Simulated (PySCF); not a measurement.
Species: C₃H₅BO₂.
Atom-mapped SMILES: `[BH2-:1]1[O:2][CH:3]=[CH:4][CH:5]=[O+:6]1` (hydrogens: H7, H8 on B1; H9 on C3; H10 on C4; H11 on C5)

Cartesian coordinates in Å at the GFN2-xTB level; atoms count from 1:
```
atom  x, y, z in Å
B1     1.5223   -0.2362    0.0879
O2     0.4465   -1.3457    0.1389
C3    -0.7789   -1.0744    0.0583
C4    -1.3105    0.2037   -0.0804
C5    -0.4056    1.2591   -0.1339
O6     0.8452    1.1467   -0.0673
H7     2.0978   -0.2425    1.1269
H8     2.1896   -0.4234   -0.8768
H9    -1.4529   -1.9333    0.1055
H10   -2.3695    0.3682   -0.1435
H11   -0.7788    2.2806   -0.2414
```

The closed-shell ground state was solved at several levels (PySCF, density fitting, gas phase, non-relativistic).

```json
{"level": "CAM-B3LYP/def2-SVPD", "basis functions": "166", "HOMO (eV)": "-8.32", "LUMO (eV)": "-1.34", "gap (eV)": "6.98", "dipole (D)": "4.50"}
{"level": "PBE0/pcSseg-1", "basis functions": "127", "HOMO (eV)": "-6.99", "LUMO (eV)": "-2.39", "gap (eV)": "4.60", "dipole (D)": "4.46"}
```

What might B3LYP/pcJ-1 (212 basis functions) give for the same quantities?

HOMO -6.81 eV, LUMO -2.59 eV, gap 4.22 eV, dipole 4.51 D.

Over all these levels, which gives the widest orbital gap and which the narrowest?

CAM-B3LYP/def2-SVPD (range-separated hybrid) has the widest, 6.98 eV, and B3LYP/pcJ-1 (global hybrid, 20 % exact exchange) the narrowest, 4.22 eV. Functional and basis both differ between the two, so the spread mixes both effects.

How far do the dipole and the HOMO energy spread over the levels?

The dipole runs from 4.46 to 4.51 D (mean 4.49 D) and the HOMO from -8.32 to -6.81 eV.
